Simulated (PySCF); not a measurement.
Ta(NH)(OH)2(Me) (CH6NO2Ta), SMILES [OH][Ta]([CH3])([OH])=[NH], multiplicity 1.

The structure is a stationary point at B3LYP-D3(BJ)/def2-SVP. The spin state was assumed, not searched. The def2 effective core potentials stand for the cores of Ta; spin–orbit coupling is left out. The values are those of a single conformer.

All values below come from B3LYP-D3(BJ)/def2-SVP (PySCF).

Frequencies are harmonic and unscaled.

```tsv
mode	ν (cm⁻¹)	IR (km/mol)	Raman (Å⁴/amu)	depolarisation	moving atoms (share of kinetic energy)
1	157	0.1	1.8	0.75	H 49 %, O 23 %, C 22 %
2	160	1.5	1.2	0.65	O 59 %, H 21 %, Ta 11 %
3	172	0.1	0.7	0.75	H 79 %, C 10 %, O 9 %
4	181	5.1	1.1	0.28	O 48 %, H 22 %, Ta 14 %, C 12 %
5	207	13.4	5.1	0.75	N 49 %, H 27 %, O 19 %
6	211	2.8	3.7	0.72	N 42 %, H 25 %, O 19 %, C 11 %
7	388	241.3	3.4	0.66	H 83 %, O 14 %
8	391	1.4	3.0	0.75	H 82 %, O 16 %
9	453	264.1	0.0	–	H 81 %, O 18 %
10	492	140.7	2.5	0.10	H 68 %, C 17 %, O 14 %
11	528	59.2	9.4	0.25	C 50 %, H 37 %
12	579	9.0	3.0	0.75	H 76 %, C 17 %
13	592	133.9	6.5	0.65	H 80 %, N 13 %
14	597	5.8	3.7	0.75	H 76 %, N 14 %, O 9 %
15	651	3.6	2.6	0.45	H 71 %, C 16 %
16	708	73.0	7.1	0.07	O 77 %, H 15 %
17	715	136.0	1.2	0.75	O 67 %, H 16 %, Ta 15 %
18	983	118.2	32.2	0.05	N 84 %
19	1197	5.0	0.5	0.50	H 79 %, C 21 %
20	1410	5.3	16.7	0.75	H 95 %
21	1415	6.2	14.0	0.75	H 95 %
22	3004	3.2	160.3	0.02	H 97 %
23	3095	9.2	87.9	0.72	H 91 %, C 9 %
24	3111	5.9	78.5	0.75	H 91 %, C 9 %
25	3660	118.5	172.3	0.37	H 92 %
26	3900	323.2	68.5	0.75	H 94 %
27	3904	84.9	190.4	0.17	H 94 %
```
